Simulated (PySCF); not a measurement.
HO3S, SMILES O=[S](=O)O (connectivity only; charge and spin as stated), charge -1, multiplicity 1.

The structure is a stationary point at PBE0-D3(BJ)/def2-SVPD. The spin state was assumed, not searched. The isomer is the one that the SMILES or the coordinates give; other isomers of the formula were not compared. The values are those of a single conformer.

Method: PBE/def2-TZVPD (PySCF).

Isolated molecule, no solvent.

Computed frontier levels, gap, dipole moment and polarisability:
* **highest occupied level**: -0.32 eV
* **lowest empty level**: 3.58 eV
* **orbital gap**: 3.91 eV
* **dipole moment about the centre of nuclear charge**: 1.35 D
* **mean static polarisability**: 53.1 bohr³ (7.87 Å³)
* **polarisability, principal values**: 49.0, 52.8, 57.5 bohr³
